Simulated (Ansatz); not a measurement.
```yaml
crystal:
  periodic: [false, false, false]
  atoms:
    - {symbol: O, position_ang: [-1.080806, -0.193982, 1.315139]}
    - {symbol: Sn, position_ang: [-0.205957, 0.185504, -0.247028]}
    - {symbol: O, position_ang: [1.936438, -0.915334, -0.407461]}
    - {symbol: h, position_ang: [-0.990983, -0.750612, -2.172363]}
    - {symbol: Br, position_ang: [0.616818, 2.378461, -0.670678]}
    - {symbol: H, position_ang: [-1.535080, 0.738493, 1.565143]}
    - {symbol: H, position_ang: [1.536085, -0.997484, 0.723414]}
basis:
  gaussian: {orbitals: STO-3G}
hamiltonian: {xc: {name: HF}}
```

```sh
$ ansatz run in.yaml --threads 4 --pin off --events-out ev --progress --plain --max-ram 11315MiB
```

Shortened log:

```
Error: YAML parse error: error: line 7 column 16: `h` is not an element symbol (H … Og, case-exact)
 --> <input>:7:16
  |
5 |     - {symbol: Sn, position_ang: [-0.205957, 0.185504, -0.247028]}
6 |     - {symbol: O, position_ang: [1.936438, -0.915334, -0.407461]}
7 |     - {symbol: h, position_ang: [-0.990983, -0.750612, -2.172363]}
  |                ^ `h` is not an element symbol (H … Og, case-exact)
8 |     - {symbol: Br, position_ang: [0.616818, 2.378461, -0.670678]}
9 |     - {symbol: H, position_ang: [-1.535080, 0.738493, 1.565143]}
  |
```

(1) Something in this input is off. What?

Answers

(1) An element symbol is wrong. The program refused the input.
